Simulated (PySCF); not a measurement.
Compound: C7H5OS (charge -1).
Bonds: C1–C2 (triple), C2–C3, C3–C4 (aromatic), C4–C5 (aromatic), C5–C6, C5–C7 (aromatic), C7–S8, C7–O9 (aromatic), C3–O9 (aromatic). Hydrogens: H10 on C1; H11 on C4; H12, H13, H14 on C6.

Definitions: NICS(0) = −σiso at the ring centroid; NICS(1) = −σiso and NICS(1)zz = −σzz at ±1 Å along the ring normal z. Level: GIAO PBE0/pcSseg-1 (PySCF, non-relativistic, gas phase) on the GFN2-xTB geometry, one conformer.

Ring bond lengths (Å), with Mayer bond orders in brackets: C3–C4 1.381 (1.40), C4–C5 1.399 (1.34), C5–C7 1.397 (1.35), C7–O9 1.359 (1.02), O9–C3 1.376 (0.99).

Problem. Give the NICS values of each ring in ppm.

Solution. 
```tsv
ring	type	NICS(0)	NICS(1), two faces	NICS(1)zz, two faces	rms pucker (Å)	centre to ring atoms, mean (Å)
C3–C4–C5–C7–O9	5-membered ring with O; formal bonds all aromatic	-9.4	-8.3 / -8.3	-17.4 / -17.4	0.00	1.18
```

Problem. What do they say, and how far can they be read as aromaticity?

Solution. 
- C3–C4–C5–C7–O9: mean NICS(1)zz -17.4 ppm, shielded.

Problem. How equal are the bonds by HOMA? HOMA = 1 − mean of α(R − Ropt)² over the ring bonds, with Krygowski's 1993 parameters (CC: Ropt 1.388 Å, α 257.7 Å⁻²; CO: Ropt 1.265 Å, α 157.38 Å⁻²).

Solution. 
- C3–C4–C5–C7–O9: HOMA 0.32; the largest term is that of O9–C3, α(R − Ropt)² = 1.94.

Problem. What field does 14.1 T along the ring normal induce along that normal at the first NICS(1) probe listed for ring C3–C4–C5–C7–O9, 1 Å off the ring?

Solution. NICSzz × B0 = -17.4 ppm × 14.1 T = -245 μT, against the applied field.

Problem. Give the inner angles of the rings and the Hirshfeld charges of the ring atoms.

Solution. 
- C3–C4–C5–C7–O9: C3 109.3° (-0.001 e), C4 107.4° (-0.104 e), C5 106.3° (-0.072 e), C7 109.7° (+0.015 e), O9 107.3° (-0.095 e); sum 540.0° against 540° for a flat convex ring.

Problem. What are the shieldings of the ring atoms and their hydrogens in the same run (means over atoms taken as equivalent)?

Solution. 
```csv
atoms,environment,σ isotropic (ppm),"principal values of the symmetric part, first atom (ppm)"
C3,substituted aromatic carbon,59.9,"10.8, 61.4, 107.5"
C4,aromatic CH carbon,55.7,"-35.3, 58.8, 143.7"
C5,substituted aromatic carbon,74.6,"10.7, 69.2, 143.8"
C7,substituted aromatic carbon,-1.3,"-94.4, 27.7, 62.8"
O9,furan-type oxygen,18.8,"-130.9, -8.8, 196.0"
H11,aromatic hydrogen,25.03,"23.6, 23.9, 27.6"
```

Time: 26 s; peak memory 0.85 GiB. Hardware: one thread of an Arm Neoverse V1, on a shared host. This is the whole shielding run at PBE0/pcSseg-1, SCF included.
